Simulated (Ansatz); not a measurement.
A nudged elastic band was laid between two geometries of Cl3H2NTi + H3P (11 atoms, charge 0, multiplicity 1).

The calculation used RKS PBE/def2-SVP in Ansatz 0.2.0.

```json
{"movable images": "5", "climbing image": "yes", "spring": "5.0 eV/Å²", "optimiser": "quadratic models (default)", "start path": "through a guess of the saddle point", "force threshold": "0.05 eV/Å", "iteration limit": "60", "end points": "relaxed"}
```

Image 0:

```xyz
11
Properties=species:S:1:pos:R:3
Ti -0.278 0.313 -0.143
Cl -0.270 0.389 2.053
Cl 1.704 0.395 -1.082
Cl -1.542 1.945 -0.912
N -1.041 -1.298 -0.635
H -1.810 -1.757 -0.132
H -0.780 -1.824 -1.478
P 2.048 -3.325 1.387
H 0.820 -3.205 0.641
H 2.701 -2.352 0.548
H 1.627 -2.310 2.319
```

Image 6:

```xyz
11
Properties=species:S:1:pos:R:3
Ti 0.487 -0.356 -0.757
Cl -1.331 -1.688 2.833
Cl 1.291 -0.658 -2.776
Cl 0.521 1.645 0.142
N -1.099 -1.251 -0.521
H -1.599 -1.220 0.387
H -1.526 -1.937 -1.156
P 1.671 -1.676 0.950
H 1.778 -2.910 0.224
H 3.039 -1.263 0.791
H -0.052 -1.715 2.449
```

Question: What changes between the two ends?

Answer: Bonds broken: Ti1–Cl2, P8–H11. Bonds formed: Ti1–P8, Cl2–H11. Cl3H2NTi + H3P becomes Cl2H4NPTi + ClH.

Question: What energy profile does the band end with?

Answer: It converged. The highest image is number 4 of 0 to 6, 1.37 eV above the first end and 0.27 eV above the last; the last end lies 1.11 eV above the first. The profile has 2 maxima (images 1, 4) with wells between them (image 3): this band takes more than one step, which may be the mechanism or a detour left from its start path. A structure lower than the first end lies on the path between it and the top, so the climb from that side starts below the end, which may itself be a saddle point or a shallow side well. Neighbouring images differ by up to 1.4 eV, so the band resolves the path poorly. A vibrational analysis at the climbing image gives one clearly imaginary mode, 203i cm⁻¹: a first-order saddle point. The orbitals stay closed-shell, which can raise the energy where a bond breaks towards radicals; this wasn't checked here.

```tsv
image	path coordinate (Å)	energy (eV)	Ti1–Cl2 (Å)	P8–H11 (Å)	Ti1–P8 (Å)
0	0.00	0.00	2.20	1.44	4.58
1	2.65	0.03	2.20	1.44	4.96
2	5.30	0.01	2.19	1.44	4.82
3	7.94	-0.02	2.25	1.44	2.77
4	10.59	1.37	2.83	1.83	2.55
5	11.67	1.19	3.68	2.19	2.49
6	12.75	1.11	4.24	2.28	2.46
```

Question: What is the geometry of the highest image?

Answer: 
```xyz
11
Properties=species:S:1:pos:R:3
Ti 0.245 -0.447 -0.302
Cl -0.657 -0.629 2.376
Cl 1.288 -0.723 -2.209
Cl 0.128 1.734 0.062
N -1.304 -1.415 -0.606
H -2.094 -1.402 0.050
H -1.532 -1.909 -1.476
P 1.678 -2.086 1.027
H 2.197 -3.105 0.164
H 2.892 -1.366 1.275
H 0.340 -1.681 2.206
```

Time of the run: 11 min on 4 threads of Arm Neoverse V1, on a shared host, peak memory 0.27 GiB.
